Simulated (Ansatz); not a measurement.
Gas-phase reaction in SMILES: NB(Br)Br -> N[B]Br + Br atom (the B-Br bond at the site shown breaks; other sites are not compared here)
Structures are relaxed separately at B3LYP-D3(BJ)/def2-TZVP in Ansatz (a program for electronic structure), one conformer each, not searched for the lowest. Frequencies are from Ansatz.

Wanted: bond dissociation energy (enthalpy at 298 K, with B3LYP-D3(BJ) rigid-rotor harmonic-oscillator terms), in kJ/mol. Cores are frozen in the correlated levels unless marked. Open shells are spin-unrestricted. Spin-orbit coupling is left out. The frozen core is the preceding noble-gas configuration, with the filled d and f shells of earlier blocks. Non-relativistic. CBS(X,Y): correlation extrapolated as X^-3; Hartree-Fock from the larger set (for Q and 5 zeta extrapolated as (X+1)exp(-9√X)). The bracket is a focal-point correction in the basis named.

| level | program | bond dissociation energy (kJ/mol) |
|---|---|---|
| HF/cc-pV5Z | Ansatz | 311.1 |
| revPBE-D4/def2-TZVPD | Ansatz + dftd4 | 427.2 |
| LC-wPBE-D4/def2-TZVPD | Ansatz + dftd4 | 429.2 |
| RPA@PBE/cc-pVTZ | Ansatz | 390.7 |
| RI-MP2/cc-pVQZ | Ansatz | 454.3 |
| CCSD/cc-pVDZ | Ansatz | 403.4 |
| CCSD(T)/cc-pVDZ | Ansatz | 411.2 |
| CCSD(T)/cc-pVQZ | Ansatz | 434.5 |
| RI-MP2/CBS(cc-pVTZ,cc-pVQZ)+[CCSD(T)-MP2]/cc-pVDZ | Ansatz | 444.5 |
| CCSD(T)/CBS(cc-pVQZ,cc-pV5Z) | Ansatz | 441.2 |
